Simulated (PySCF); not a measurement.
Ni (nickel, neutral) across methods

[Ar] 3d10, closed-shell 1S (an excited configuration). Computed with PySCF 2.14 in aug-cc-pwCVTZ-DK, with scalar relativity by spin-free X2C-1e.

| method | E (hartree) | mean ε 3s (eV) | mean ε 3p (eV) | mean ε 3d (eV) | Σ⟨r²⟩ (bohr²) | ⟨S²⟩ |
| --- | --- | --- | --- | --- | --- | --- |
| PW91 | -1520.682 | -102.59 | -63.220 | -2.014 | 30.79 | 0.000 |
| BLYP | -1520.643 | -102.49 | -63.150 | -1.999 | 30.95 | 0.000 |
| LDA | -1517.786 | -102.04 | -63.049 | -2.200 | 30.36 | 0.000 |
| PBE0 | -1520.252 | -108.35 | -67.375 | -3.270 | 29.09 | 0.000 |
| PBE | -1520.296 | -102.62 | -63.197 | -1.963 | 30.84 | 0.000 |
| UHF | -1518.86796 | -125.27 | -79.712 | -7.181 | 26.36 | 0.000 |
| r2SCAN | -1520.461 | -106.00 | -65.104 | -1.791 | 30.28 | 0.000 |
| TPSS | -1520.543 | -103.65 | -63.631 | -1.746 | 30.77 | 0.000 |
